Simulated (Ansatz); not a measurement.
`NC[S][GeH3]` → `[CH2]N`• + `[S][GeH3]`•  (homolysis of the C–S bond)

Program: Ansatz. Geometries: PBE0-D4/def2-TZVP. ΔE: electronic, gas phase. CBS: MP2 limit from def2 TZ/QZ plus the TZ coupled-cluster correction, frozen cores. Functionals use def2-TZVPP. HSE06 is defined as in plane-wave codes. No spin–orbit coupling; open shells (•) take unrestricted orbitals. For Ge outer-core shells are correlated without core-valence functions, which leaves a few kJ/mol of doubt a bond. Scalar relativity is left out up to krypton. One conformer a species, not always the lowest.

`NC[S][GeH3]`:

Z-matrix (Å, degrees):
```
C
S 1 1.817
N 1 1.443 2 111.0
H 1 1.092 2 109.0 3 -119.6
H 1 1.098 2 104.6 3 125.2
Ge 2 2.225 1 97.4 3 48.7
H 3 1.013 1 111.3 2 -173.5
H 3 1.013 1 110.9 2 65.4
H 6 1.539 2 104.6 1 161.0
H 6 1.536 2 108.8 1 43.0
H 6 1.534 2 112.7 1 -80.4
```

`[CH2]N`•:

Z-matrix (Å, degrees):
```
C
N 1 1.386
H 1 1.082 2 116.9
H 1 1.082 2 116.8 3 -149.1
H 2 1.008 1 115.5 3 -39.3
H 2 1.008 1 115.5 3 -171.7
```

`[S][GeH3]`•:

Z-matrix (Å, degrees):
```
Ge
S 1 2.210
H 1 1.538 2 104.4
H 1 1.536 2 110.7 3 118.6
H 1 1.536 2 110.7 3 -118.6
```

| level | ΔE (eV) |
| --- | --- |
| PBE-D4 | 3.03 |
| r2SCAN0-D4 | 2.81 |
| HSE06-D4 | 3.00 |
| PBE-QIDH | 3.08 |
| HSE06 | 2.90 |
| CCSD/def2-SVP | 2.81 |
| CCSD(T)/def2-SVP | 2.92 |
| MP2/CBS(def2) | 3.41 |

Problem. What does CCSD(T)/CBS give? (An estimate is asked.)

Solution. The calculation gave: +3.14 eV. The listed levels differ from it by -0.11, -0.33, -0.14, -0.06, -0.24, -0.33, -0.22, 0.27 eV.

Largest T1 diagnostic among the species: 0.016.

Leaving LDA and LC-ωPBE aside and taking each functional with its dispersion term where it has one, the values, not all of them listed here, spread over 0.34 eV, from BHLYP-D4 to ωB97M-V. LDA lies +0.71 eV from PBE without D4, its usual overbinding. The D4 term adds +0.20 eV with B3LYP and +0.11 eV with PBE0; it sums over pairs of atoms, weighted by their polarisabilities, and B3LYP, whose exchange is more repulsive, gets the larger term.

B3LYP here is the variant with VWN-RPA as its local correlation; programs differ in this.
